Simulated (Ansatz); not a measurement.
Reaction (isomerisation): `Cc1cncc(C)c1` → `Cc1ccncc1C`

Computed with Ansatz on PBE0-D4/def2-TZVP structures; ΔE is electronic, products minus reactants. CCSD(T)/CBS adds triple-zeta CCSD(T) − MP2 to the extrapolated MP2 energy (def2 sets, frozen cores). DFT in def2-TZVPP. B3LYP here is the variant with VWN-RPA as its local correlation; programs differ in this.

```csv
level,ΔE (eV)
revPBE-D4,-0.04
r2SCAN0-D4,-0.04
PBE-QIDH,-0.04
B3LYP,-0.01
```

(1) What does CCSD(T)/CBS give? (Best estimate.)

Largest T1 diagnostic among the species: 0.011.

Results:

(1) The calculation gave: -0.05 eV. The listed levels differ from it by 0.01, 0.01, 0.01, 0.04 eV.

Leaving LDA and LC-ωPBE aside and taking each functional with its dispersion term where it has one, the values, not all of them listed here, spread over 0.02 eV, from B97M-V to B2PLYP. LDA lies −0.04 eV from PBE without D4.
